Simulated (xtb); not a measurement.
The molecule CdS, closed-shell singlet (lowest of 2S+1 = 1, 3 at CCSD(T)/def2-TZVPP on PBE0 minima; our sources give no spin for the ground state, which may be another). No spin–orbit coupling.

Constants: fifth-degree fit in 1/R to seven points, most abundant isotopes. In def2 and cc sets the state is the lowest found near the PBE0 minimum, followed along R. The singlet is held restricted.

The values were computed with xtb for the GFN methods. Each number belongs to the level named beside it.

Energies at GFN1-xTB:

| R (Å) | E (hartree) |
|---|---|
| 2.079665 | -4.51396530 |
| 2.135570 | -4.52004564 |
| 2.187003 | -4.52247881 |
| 2.245144 | -4.52262813 |
| 2.303285 | -4.52082922 |
| 2.370371 | -4.51711938 |
| 2.448638 | -4.51139324 |

With a reduced mass of 24.9646 u, find the minimum, the force constant and the constants.

A fifth-degree polynomial in 1/R puts the minimum at r_e = 2.2190 Å with force constant 293 N/m. Then ω_e = (1/2πc)√(k/μ) = 447 cm⁻¹ and B_e = h/(8π²cμr_e²) = 0.1371 cm⁻¹; the cubic and quartic terms give α_e = 0.00092 and ω_e x_e = 2.4 cm⁻¹.
